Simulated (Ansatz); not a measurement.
CH4BFTeZn, SMILES `[CH3][Zn][Te]BF`, 9 atoms. The species carries charge 0 and has multiplicity 1. For Zn the d shell is correlated and the shells below it are frozen. Correlated methods include outer-core shells of Te, which these sets cover unevenly. Scalar relativity is left out up to krypton. Te takes the def2 core potential. All runs use 4 threads of an Arm Neoverse V2 on a shared host. Correlated methods freeze the cores.

Give the basis size and wall time and peak host memory of each of these runs in Ansatz. RKS r2SCAN0-D4/def2-TZVPP energy; RHF-MP2 with 3s3p of Cu, Zn/def2-TZVPP energy; RKS SPW92 (LDA)/def2-TZVPP energy; RKS PBE0-D4/def2-QZVPP energy; RKS r2SCAN-D4/def2-TZVPP energy and forces; direct RPA on PBE orbitals with 3s3p of Cu, Zn/def2-TZVPP energy; RHF-CCSD(T) with 3s3p of Cu, Zn/def2-SVP energy; RKS PBE0-D4/def2-TZVP relaxation (16 steps); RHF-MP2 with 3s3p of Cu, Zn/def2-QZVPP energy; RKS PBE0-D4/def2-SVP energy; RKS ωB97M-V/def2-SVP energy; RKS ωB97M-V/def2-QZVPP energy. (Best estimate.)

Ansatz gave: Other jobs shared the machine, so times are rough.

| level | job | functions | wall time | peak host memory (GiB) |
| --- | --- | --- | --- | --- |
| RKS SPW92 (LDA)/def2-TZVPP | energy | 263 | 1.5 s | 0.37 |
| RKS PBE0-D4/def2-SVP | energy | 119 | 1.7 s | 0.29 |
| RHF-MP2 with 3s3p of Cu, Zn/def2-TZVPP | energy | 263 | 5.5 s | 0.76 |
| RKS r2SCAN-D4/def2-TZVPP | energy and forces | 263 | 6.5 s | 0.41 |
| RKS r2SCAN0-D4/def2-TZVPP | energy | 263 | 7 s | 0.9 |
| RKS ωB97M-V/def2-SVP | energy | 119 | 7.5 s | 0.44 |
| direct RPA on PBE orbitals with 3s3p of Cu, Zn/def2-TZVPP | energy | 263 | 8 s | 0.75 |
| RKS PBE0-D4/def2-QZVPP | energy | 473 | 11 s | 2 |
| RHF-CCSD(T) with 3s3p of Cu, Zn/def2-SVP | energy | 119 | 14 s | 0.72 |
| RKS ωB97M-V/def2-QZVPP | energy | 473 | 24 s | 2.4 |
| RHF-MP2 with 3s3p of Cu, Zn/def2-QZVPP | energy | 473 | 25 s | 2.8 |
| RKS PBE0-D4/def2-TZVP | relaxation (16 steps) | 215 | 79 s | 0.73 |
